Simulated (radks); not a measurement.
Valence configurations of Pr IV (all share [Xe]). All-electron calculation, Dirac Kohn-Sham, PBE, spin-unpolarised, spherical densities, point nucleus; open shells fill j = l - 1/2 first. Program: a radial shooting solver on a logarithmic mesh with Libxc functionals. Energies are relative to 4f2; eigenvalues in eV.

4f2: E (eV) 0.000; e(4f5/2) -29.936
4f1.5 5d0.5: E (eV) 3.498; e(4f5/2) -33.177; e(5d3/2) -24.995
4f1.5 6s0.5: E (eV) 5.306; e(4f5/2) -34.680; e(6s1/2) -22.217
4f1.5 6p0.5: E (eV) 7.474; e(4f5/2) -35.106; e(6p1/2) -18.126
4f1 5d1: E (eV) 8.217; e(4f5/2) -36.624; e(5d3/2) -25.896
4f1 5d0.5 6s0.5: E (eV) 10.278; e(4f5/2) -38.172; e(5d3/2) -26.930; e(6s1/2) -22.623
4f1 6s1: E (eV) 12.524; e(4f5/2) -39.746; e(6s1/2) -23.296
4f1 6p1: E (eV) 17.043; e(4f5/2) -40.588; e(6p1/2) -19.245
5d1.5 6s0.5: E (eV) 24.295; e(5d3/2) -28.768; e(6s1/2) -23.379
5d0.5 6s1.5: E (eV) 30.092; e(5d3/2) -30.943; e(6s1/2) -24.748

NIST lists [Xe] 4f2 as the ground configuration; this level of theory agrees among the configurations tried. The energies are those of spherical spin-averaged densities, not of single terms.
